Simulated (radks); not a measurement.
Effect of the nuclear size on neutral osmium, [Xe] 4f14 5d6 6s2. Calculated with a radial shooting solver on a logarithmic mesh with Libxc functionals: Dirac Kohn-Sham, BLYP, spin-unpolarised, spherical densities, finite nucleus; open shells are shared between the two j in proportion to 2j + 1; Fermi nuclear charge, rms radius 5.4126 fm. The rms radius is varied about that value; shifts are against it.

| rms radius (fm) | total energy shift (eV) | density at nucleus (e/bohr^3) | 1s1/2 shift (meV) | 2s1/2 shift (meV) | 5s1/2 shift (meV) | 5p1/2 shift (meV) | 6s1/2 shift (meV) | 5d5/2 shift (meV) | 6p1/2 (empty) shift (meV) |
|---|---|---|---|---|---|---|---|---|---|
| 4.5412 | -21.7 | 1.788e+06 | -8750 | -1260 | -12.3 | 0.598 | -0.854 | 0.748 | 0.238 |
| 5.2232 | -4.92 | 1.698e+06 | -1980 | -285 | -2.79 | 0.135 | -0.194 | 0.170 | 0.054 |
| 5.4126 | 0 | 1.676e+06 | 0.000 | 0.000 | 0.000 | 0.000 | 0.000 | 0.000 | 0.000 |
| 5.6237 | 5.61 | 1.652e+06 | 2260 | 325 | 3.19 | -0.154 | 0.221 | -0.194 | -0.062 |
| 6.5222 | 31.0 | 1.564e+06 | 12500 | 1790 | 17.6 | -0.851 | 1.22 | -1.07 | -0.340 |

Slopes of the eigenvalues against <r^2> in GHz/fm^2, as finite differences over the two radii next to the reference (eigenvalue slopes, not the field-shift constants of lines): 1s1/2 236000, 2s1/2 33900, 5s1/2 333, 5p1/2 -16.1, 6s1/2 23.1, 5d5/2 -20.2, 6p1/2 (empty) -6.44.
